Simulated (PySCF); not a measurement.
Compound: SnCl₄.
Bonds: Sn1–Cl2, Sn1–Cl3, Sn1–Cl4, Sn1–Cl5.

A GFN2-xTB structure was refined with PBE0-D3(BJ)/def2-SVP geometry optimisation, gas phase, def2 core potentials past Kr (PySCF). Its GFN2-xTB values:

```tsv
coordinate	GFN2-xTB
Sn1–Cl2	2.301 Å
Sn1–Cl3	2.219 Å
Cl2–Sn1–Cl3	113.3°
```

Task: How do these coordinates change at the PBE0-D3(BJ)/def2-SVP level?

Result: 
```tsv
coordinate	PBE0-D3(BJ)/def2-SVP (Å or °)	change
Sn1–Cl3	2.314	+0.095
Sn1–Cl2	2.316	+0.015
Cl2–Sn1–Cl3	109.8	-3.5
```

The energy falls by 0.128 eV over 9 energy and gradient evaluations, the largest force component goes from 0.0416 to 1.5e-04 Eh/bohr, and the atoms move by 0.061 Å rms after alignment. The bond that changes most is Sn1–Cl3 (ends: tin bonded to 4 Cl; chlorine bonded to Sn), which lengthens by 0.095 Å. Bonds longer at the end by more than 0.005 Å: 2 of 4; shorter: 2.

The run used 98 basis functions and 53 SCF cycles in all. The run took 70 s on one thread, Arm Neoverse N1 (aarch64), no GPU (shared host), and the process peaked at 0.40 GiB of memory.

Stationary, but not proved a minimum.
